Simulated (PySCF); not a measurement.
CH5GaO3. Atoms are numbered in the order given.

```xyz
10

Ga     0.1021     0.2976     0.1879
O      1.1769     1.7074     0.2224
H      1.7503     1.7587    -0.5498
O     -1.0449    -0.0048     1.5062
H     -1.0048     0.6622     2.1994
O      0.1722    -0.8231    -1.1796
C     -0.6307    -1.9657    -1.3020
H     -1.2252    -1.9154    -2.2316
H     -0.0002    -2.8709    -1.3608
H     -1.3347    -2.1024    -0.4613
```

Geometry: PBE0-D3(BJ)/def2-SVP. The structure was generated by enumeration; whether it is a known compound was not checked. One conformer was computed; it need not be the lowest.

All values below come from r2SCAN/def2-TZVP (PySCF).

Gas-phase values at a fixed geometry.

Q: Estimate the frontier levels, gap, dipole moment and polarisability. (An estimate is asked for; the answer gives what the named calculation found.)

A: 
```
Item                                                                                                           Result
---------------------------------------------------------------------------------------------  ----------------------
highest occupied level                                                                                       -6.72 eV
lowest empty level                                                                                           -1.43 eV
orbital gap                                                                                                   5.29 eV
dipole moment                                                                                                  0.25 D
quadrupole, principal values (traceless, Buckingham form, about the centre of nuclear charge)   -2.00, 0.80, 1.20 D·Å
mean static polarisability                                                                       48.9 bohr³ (7.24 Å³)
polarisability, principal values                                                               38.5, 48.6, 59.4 bohr³
```
